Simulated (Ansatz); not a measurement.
A nudged elastic band was laid between two geometries of C₃H₁₂BNSi (18 atoms, charge 0, multiplicity 1).

The calculation used RKS B3LYP/6-31G* (Ansatz).

```yaml
movable_images: 5
climbing_image: yes
spring: 5.0 eV/Å²
optimiser: quadratic models (default)
start_path: IDPP
force_threshold: 0.03 eV/Å
iteration_limit: 55
end_points: relaxed
```

Initial state:

```xyz
18
Properties=species:S:1:pos:R:3
C 0.578 -2.094 -0.228
C 1.274 -0.827 -0.762
B 0.595 0.550 -0.339
N 1.390 1.554 0.242
C -0.955 0.831 -0.560
Si -1.942 0.790 1.051
H 1.065 -3.007 -0.591
H -0.472 -2.139 -0.540
H 0.592 -2.128 0.868
H 2.335 -0.848 -0.473
H 1.270 -0.870 -1.864
H 2.377 1.434 0.427
H 1.039 2.461 0.520
H -1.114 1.829 -0.995
H -1.403 0.108 -1.254
H -1.710 -0.469 1.812
H -1.547 1.927 1.932
H -3.409 0.907 0.806
```

Final state:

```xyz
18
Properties=species:S:1:pos:R:3
C 0.577 -2.095 -0.223
C 1.273 -0.828 -0.758
B 0.594 0.551 -0.341
N 1.391 1.557 0.234
C -0.955 0.832 -0.562
Si -1.941 0.789 1.050
H 1.064 -3.008 -0.587
H -0.474 -2.139 -0.535
H 0.591 -2.129 0.873
H 2.334 -0.848 -0.466
H 1.271 -0.872 -1.860
H 1.042 2.467 0.508
H 2.378 1.438 0.419
H -1.114 1.830 -0.995
H -1.404 0.109 -1.256
H -1.711 -0.471 1.810
H -1.546 1.924 1.934
H -3.408 0.905 0.807
```

**Question.** What changes between the two ends?

**Answer.** No bond is made or broken. The height of N4 over the plane of its neighbours goes from 0.00 to 0.00 Å. The two ends are copies of one structure, up to a mirror image or an exchange of like atoms.

**Question.** What energy profile does the band end with?

**Answer.** The forces met the threshold. The highest image is number 3 of 0 to 6, 103.3 kJ/mol above the ends, which have the same energy within 2 meV. A vibrational analysis at the climbing image gives one clearly imaginary mode, 524i cm⁻¹: a first-order saddle point.

```tsv
image	path coordinate (Å)	energy (kJ/mol)	height of N4 over the plane of its neighbours (Å)
0	0.00	0.0	0.00
1	1.35	1.3	0.00
2	2.70	16.4	-0.07
3	4.05	103.3	-0.42
4	5.41	17.7	-0.06
5	6.76	1.4	0.00
6	8.12	0.0	0.00
```

**Question.** What is the geometry of the highest image?

**Answer.** 
```xyz
18
Properties=species:S:1:pos:R:3:forces:R:3
C 0.463 -2.134 -0.403 0.00 0.00 0.00
C 1.278 -0.845 -0.214 0.00 0.00 0.00
B 0.540 0.559 -0.329 0.00 0.00 -0.02
N 1.305 1.830 -0.156 0.00 0.00 0.01
C -0.996 0.694 -0.590 0.00 0.00 0.00
Si -1.920 0.934 1.052 0.00 0.00 0.00
H 1.086 -3.030 -0.299 0.00 0.00 0.00
H 0.000 -2.172 -1.396 0.00 0.00 0.00
H -0.344 -2.209 0.335 0.00 0.00 0.00
H 1.789 -0.868 0.764 0.00 0.00 0.00
H 2.114 -0.826 -0.935 0.00 0.00 0.00
H 2.086 1.843 -0.817 0.00 0.00 0.00
H 1.774 1.824 0.754 0.00 0.00 0.00
H -1.207 1.604 -1.167 0.00 0.00 0.00
H -1.455 -0.173 -1.081 0.00 0.00 0.00
H -1.772 -0.265 1.926 0.00 0.00 0.00
H -1.403 2.110 1.800 0.00 0.00 0.00
H -3.375 1.137 0.807 0.00 0.00 0.00
```

**Question.** What are the harmonic wavenumbers there?

**Answer.** 524i, 54, 61, 89, 124, 215, 225, 365, 415, 430, 536, 569, 617, 713, 725, 775, 838, 919, 940, 961, 962, 969, 1012, 1028, 1059, 1101, 1169, 1212, 1285, 1352, 1441, 1458, 1461, 1533, 1537, 1629, 2231, 2237, 2253, 2981, 3002, 3042, 3047, 3101, 3107, 3107, 3420, 3488 cm⁻¹.

Time of the run: 7.3 min on 2 threads of Arm Neoverse V2, on a shared host, peak memory 0.3 GiB.
